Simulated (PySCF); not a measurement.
C3H10NSi, doublet, at a GFN2-xTB geometry, with bond 6-1 at 2.0 times its length; DF-PBE/def2-SV(P) (PySCF).

Input for PySCF:
```python
from pyscf import gto, scf, dft

mol = gto.Mole()
mol.atom = '''
    C    -1.03168335    1.41627940    0.43262065
    C    -0.75485625   -0.06269579    0.71937059
    C    -1.95336901   -0.93936973    0.29918919
    N     0.41021763   -0.57982438    0.17119726
    Si    1.70678196   -0.02210641   -0.73786580
    H    -2.85447683    2.05673392    1.43099969
    H    -1.14200511    1.56630404   -0.63869271
    H    -0.20281708    2.02598764    0.78282218
    H    -0.65548525   -0.18740293    1.81515368
    H    -1.73618709   -1.98371832    0.50302542
    H    -2.84593958   -0.64273490    0.84343636
    H    -2.12675227   -0.82150066   -0.76729518
    H     2.89010618   -0.51365032   -0.02257233
    H     1.57908167   -0.71597774   -2.02978355
    H     1.85605960    1.41916374   -0.99324642
'''
mol.basis = 'def2-sv(p)'
mol.spin = 1
mol.verbose = 4
mol.build()

mf = dft.UKS(mol)
mf.xc = 'pbe'
mf.level_shift = 1.0
mf.max_cycle = 100
mf = mf.density_fit(auxbasis='def2-universal-jkfit')
mf.kernel()
```

It wrote (shortened):

```
PySCF version 2.14.0

[INPUT] verbose = 4
[INPUT] num. atoms = 15
[INPUT] num. electrons = 49
[INPUT] charge = 0
[INPUT] spin (= nelec alpha-beta = 2S) = 1
[INPUT] symmetry False subgroup None
[INPUT] Mole.unit = angstrom
[INPUT] Symbol           X                Y                Z      unit          X                Y                Z       unit  Magmom
[...]
nuclear repulsion = 230.764267220274
number of shells = 52
number of NR pGTOs = 172
number of NR cGTOs = 94
basis = def2-sv(p)
ecp = {}

******** <class 'pyscf.df.df_jk.DFUKS'> ********
method = DFUKS
initial guess = minao
damping factor = 0
level_shift factor = 1.0
DIIS = <class 'pyscf.scf.diis.CDIIS'>
diis_start_cycle = 1
diis_space = 8
diis_damp = 0
SCF conv_tol = 1e-09
SCF conv_tol_grad = None
SCF max_cycles = 100
direct_scf = False
number electrons alpha = 25  beta = 24
XC library pyscf.dft.libxc version 7.1.2
    S. Lehtola, C. Steigemann, M. J. T. Oliveira, and M. A. L. Marques,  SoftwareX 7, 1–5 (2018)
XC functionals = pbe
    J. P. Perdew, K. Burke, and M. Ernzerhof,  Phys. Rev. Lett. 77, 3865 (1996)
    J. P. Perdew, K. Burke, and M. Ernzerhof,  Phys. Rev. Lett. 78, 1396 (1997)
    J. P. Perdew, K. Burke, and M. Ernzerhof,  Phys. Rev. Lett. 77, 3865 (1996)
    J. P. Perdew, K. Burke, and M. Ernzerhof,  Phys. Rev. Lett. 78, 1396 (1997)
radial grids:
    Treutler-Ahlrichs [JCP 102, 346 (1995); DOI:10.1063/1.469408] (M4) radial grids

becke partition: Becke, JCP 88, 2547 (1988); DOI:10.1063/1.454033
pruning grids: <function nwchem_prune>
grids dens level: 3
symmetrized grids: False
atomic radii adjust function: <function treutler_atomic_radii_adjust>
small_rho_cutoff = 0
Set gradient conv threshold to 3.16228e-05
tot grids = 173520
init E= -463.810698460335

cycle= 1 E= -463.572045101692  delta_E= 0.239  |g|= 0.502  |ddm|= 2.47
cycle= 2 E= -463.714732182529  delta_E= -0.143  |g|= 0.173  |ddm|= 0.479
cycle= 3 E= -463.73346157613  delta_E= -0.0187  |g|= 0.0733  |ddm|= 0.193
cycle= 4 E= -463.737778893071  delta_E= -0.00432  |g|= 0.0457  |ddm|= 0.103
cycle= 5 E= -463.739687043128  delta_E= -0.00191  |g|= 0.0286  |ddm|= 0.0571
cycle= 6 E= -463.740613468577  delta_E= -0.000926  |g|= 0.0201  |ddm|= 0.0392
cycle= 7 E= -463.741117683231  delta_E= -0.000504  |g|= 0.0155  |ddm|= 0.0261
cycle= 8 E= -463.741415955365  delta_E= -0.000298  |g|= 0.013  |ddm|= 0.0191
cycle= 9 E= -463.741612060975  delta_E= -0.000196  |g|= 0.0112  |ddm|= 0.0145
[...]
cycle= 73 E= -463.742163470697  delta_E= -1.89e-07  |g|= 0.000345  |ddm|= 0.000745
cycle= 74 E= -463.742163655103  delta_E= -1.84e-07  |g|= 0.000353  |ddm|= 0.000628
cycle= 75 E= -463.74216379192  delta_E= -1.37e-07  |g|= 0.000247  |ddm|= 0.000347
cycle= 76 E= -463.742163913296  delta_E= -1.21e-07  |g|= 0.000239  |ddm|= 0.000377
cycle= 77 E= -463.742164045115  delta_E= -1.32e-07  |g|= 0.000257  |ddm|= 0.000472
cycle= 78 E= -463.742164211609  delta_E= -1.66e-07  |g|= 0.000429  |ddm|= 0.00104
cycle= 79 E= -463.742164390781  delta_E= -1.79e-07  |g|= 0.000465  |ddm|= 0.000877
cycle= 80 E= -463.742164573962  delta_E= -1.83e-07  |g|= 0.000457  |ddm|= 0.000776
cycle= 81 E= -463.742164747971  delta_E= -1.74e-07  |g|= 0.000444  |ddm|= 0.000736
cycle= 82 E= -463.742164918805  delta_E= -1.71e-07  |g|= 0.000379  |ddm|= 0.000584
cycle= 83 E= -463.742165060144  delta_E= -1.41e-07  |g|= 0.000315  |ddm|= 0.000473
cycle= 84 E= -463.742165172793  delta_E= -1.13e-07  |g|= 0.000269  |ddm|= 0.000403
cycle= 85 E= -463.742165269146  delta_E= -9.64e-08  |g|= 0.000258  |ddm|= 0.000425
cycle= 86 E= -463.742165355924  delta_E= -8.68e-08  |g|= 0.00023  |ddm|= 0.000359
cycle= 87 E= -463.742165439159  delta_E= -8.32e-08  |g|= 0.000312  |ddm|= 0.000675
cycle= 88 E= -463.742165513243  delta_E= -7.41e-08  |g|= 0.000412  |ddm|= 0.000857
cycle= 89 E= -463.742165643093  delta_E= -1.3e-07  |g|= 0.000255  |ddm|= 0.000365
cycle= 90 E= -463.742165703566  delta_E= -6.05e-08  |g|= 0.000353  |ddm|= 0.00073
cycle= 91 E= -463.74216577247  delta_E= -6.89e-08  |g|= 0.000395  |ddm|= 0.000721
cycle= 92 E= -463.742165847002  delta_E= -7.45e-08  |g|= 0.000409  |ddm|= 0.000692
cycle= 93 E= -463.742165972237  delta_E= -1.25e-07  |g|= 0.000219  |ddm|= 0.000393
cycle= 94 E= -463.742166024713  delta_E= -5.25e-08  |g|= 0.000203  |ddm|= 0.000311
cycle= 95 E= -463.742166068755  delta_E= -4.4e-08  |g|= 0.000225  |ddm|= 0.000418
cycle= 96 E= -463.742166095066  delta_E= -2.63e-08  |g|= 0.000311  |ddm|= 0.000647
cycle= 97 E= -463.742166159096  delta_E= -6.4e-08  |g|= 0.000246  |ddm|= 0.000341
cycle= 98 E= -463.742166175138  delta_E= -1.6e-08  |g|= 0.000327  |ddm|= 0.000647
cycle= 99 E= -463.742166207868  delta_E= -3.27e-08  |g|= 0.000341  |ddm|= 0.000578
cycle= 100 E= -463.742166245857  delta_E= -3.8e-08  |g|= 0.000336  |ddm|= 0.00053
SCF not converged.
SCF energy = -463.742166245857 after 100 cycles  <S^2> = 0.77371451  2S+1 = 2.0235756
```

The run did not converge; its last values are not results.
